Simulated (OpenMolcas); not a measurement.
I³⁺: effect of correlating more closed shells

```yaml
Program: OpenMolcas
Basis: ANO-RCC-VTZP [7s6p4d2f1g]
Scalar_Hamiltonian: DKH2, point nucleus
Active_space: 2 electrons in 3 orbitals (5p)
State_averaging: 2S+1 = 3 even, 3 roots; 2S+1 = 1 even, 6 roots
Spin-orbit_coupling: state interaction with AMFI integrals over the reference wave functions, term energies averaged over their components
```

Methods on the same reference wave functions:
A. CASSCF
B. SS-CASPT2, IPEA 0.25 Eh, imaginary shift 0.1 Eh (closed shells correlated: 5s)
C. SS-CASPT2, IPEA 0.25 Eh, imaginary shift 0.1 Eh (closed shells correlated: 4d 5s)
D. SS-CASPT2, IPEA 0.25 Eh, imaginary shift 0.1 Eh (closed shells correlated: 4s 4p 4d 5s)

Energies in cm-1 above 5s2 5p2 3P0.

```tsv
Level	A	B	C	D
5s2 5p2 3P0	0.0	0.0	0.0	0.0
5s2 5p2 3P1	5666	6010	6040	6070
5s2 5p2 3P2	10295	10120	10110	10100
5s2 5p2 1D2	23087	21290	21210	21120
5s2 5p2 1S0	41159	36470	36080	35730
```

Among B to D the level of the table that moves most is 5s2 5p2 1S0, by 740 cm-1 (lowest in D, highest in B). Moves below CASPT2's spread within the term are not significant.

From A to B the spin-free energies of the other terms of 5s2 5p2 shown, above 3P, scale by factors of 0.78 to 0.82.

The lowest spin-free term lies below A's lowest term by 0.051 hartree in B, 0.497 hartree in C, 0.653 hartree in D.

What an inner shell adds also hangs on whether the basis holds functions to correlate it.

CASPT2 does not keep the components of a term degenerate, so their means are used; among the terms shown or strongly mixed into the levels shown the widest spread is 96 cm-1 (5s2 5p2 1D, B). With the s shell closed, the reference lacks s² → p² mixing. Levels of configurations outside the active space are missing.
